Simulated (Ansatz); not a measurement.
Two isomers of CH7AlOSi2: A = `[OH][Al]1[CH2][SiH2][SiH2]1`, B = `[SiH3][SiH]1O[CH2][AlH]1`.

Computed with Ansatz on PBE0-D4/def2-TZVP structures; ΔE is electronic, products minus reactants. CCSD(T)/CBS adds triple-zeta CCSD(T) − MP2 to the extrapolated MP2 energy (def2 sets, frozen cores). Functionals use def2-TZVPP. B3LYP here is the variant with VWN-RPA as its local correlation; programs differ in this. Each species was taken in one conformer, which may not be the lowest.

Task: Which is lower in electronic energy at CCSD(T)/CBS, and by how much? (Best estimate.)

Result: Ansatz gave: A, by 214.4 kJ/mol.

Task: Give E(B) − E(A) in kJ/mol with ωB97M-V, PBE-D4, MP2/def2-TZVPP, B2PLYP, HF/def2-TZVPP, r2SCAN-D4, B3LYP. (Estimate.)

Result: The calculation gave: ωB97M-V 208.7, PBE-D4 205.4, MP2/def2-TZVPP 223.5, B2PLYP 206.1, HF/def2-TZVPP 190.9, r2SCAN-D4 215.3, B3LYP 196.8. None reverses the order clearly.

Largest T1 diagnostic: 0.014.

In def2-TZVPP, CCSD(T) changes the Hartree–Fock value by +21.4 kJ/mol (the triples alone add +1.9 kJ/mol) and MP2 by +32.6 kJ/mol. From PBE to PBE0 (25 % exact exchange), in def2-TZVPP and without D4, E(B) − E(A) moves by +5.9 kJ/mol.
